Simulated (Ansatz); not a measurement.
A nudged elastic band was laid between two geometries of AsH₄Si (6 atoms, charge 0, multiplicity 2).

Computed with UKS LDA/def2-SVP (Ansatz 0.2.0).

- movable images: 5
- climbing image: yes
- spring: 5.0 eV/Å²
- optimiser: quadratic models (default)
- start path: through a guess of the saddle point
- force threshold: 0.05 eV/Å
- iteration limit: 60
- end points: relaxed

Initial state:

```xyz
6
Properties=species:S:1:pos:R:3
Si -0.011 -1.038 0.169
As 0.029 1.230 -0.426
H 1.271 -1.678 -0.320
H -1.162 -1.702 -0.559
H 1.039 1.599 0.668
H -1.166 1.589 0.468
```

Final state:

```xyz
6
Properties=species:S:1:pos:R:3
Si 0.203 -0.941 -0.526
As -0.319 1.351 -0.375
H 0.771 -1.581 0.720
H -1.002 -1.723 -0.991
H 1.113 1.680 0.078
H -0.766 1.215 1.094
```

Problem. What changes between the two ends?

Solution. No bond is made or broken. The height of Si1 over the plane of its neighbours goes from -0.61 to 0.49 Å.

Problem. Give the energies along the band, and the barrier.

Solution. The forces met the threshold. The highest image is number 3 of 0 to 6, 0.239 eV above the first end and 0.139 eV above the last; the last end lies 0.100 eV above the first. A vibrational analysis at the climbing image gives one clearly imaginary mode, 467i cm⁻¹: a first-order saddle point.

```json
{"image": "0", "path coordinate (Å)": "0.00", "energy (eV)": "0.000", "height of Si1 over the plane of its neighbours (Å)": "-0.61"}
{"image": "1", "path coordinate (Å)": "0.68", "energy (eV)": "0.031", "height of Si1 over the plane of its neighbours (Å)": "-0.59"}
{"image": "2", "path coordinate (Å)": "1.36", "energy (eV)": "0.086", "height of Si1 over the plane of its neighbours (Å)": "-0.52"}
{"image": "3", "path coordinate (Å)": "2.04", "energy (eV)": "0.239", "height of Si1 over the plane of its neighbours (Å)": "-0.01"}
{"image": "4", "path coordinate (Å)": "2.29", "energy (eV)": "0.167", "height of Si1 over the plane of its neighbours (Å)": "0.26"}
{"image": "5", "path coordinate (Å)": "2.53", "energy (eV)": "0.105", "height of Si1 over the plane of its neighbours (Å)": "0.46"}
{"image": "6", "path coordinate (Å)": "2.78", "energy (eV)": "0.100", "height of Si1 over the plane of its neighbours (Å)": "0.49"}
```

Problem. What is the geometry of the highest image?

Solution. 
```xyz
6
Properties=species:S:1:pos:R:3
Si -0.064 -0.967 -0.236
As -0.406 1.329 -0.328
H 0.912 -1.661 0.666
H -0.856 -1.830 -1.166
H 1.083 1.651 -0.118
H -0.670 1.479 1.182
```

Problem. What are the harmonic wavenumbers there?

Solution. 467i, 85, 368, 422, 602, 648, 864, 944, 2105, 2129, 2178, 2222 cm⁻¹.

The band took 15 iterations and about 3 core-minutes.

Run time: 4.2 min on 1 thread of Intel(R) Xeon(R) Processor @ 2.50GHz (Skylake/Cascade Lake) (shared host), peak memory 0.14 GiB.
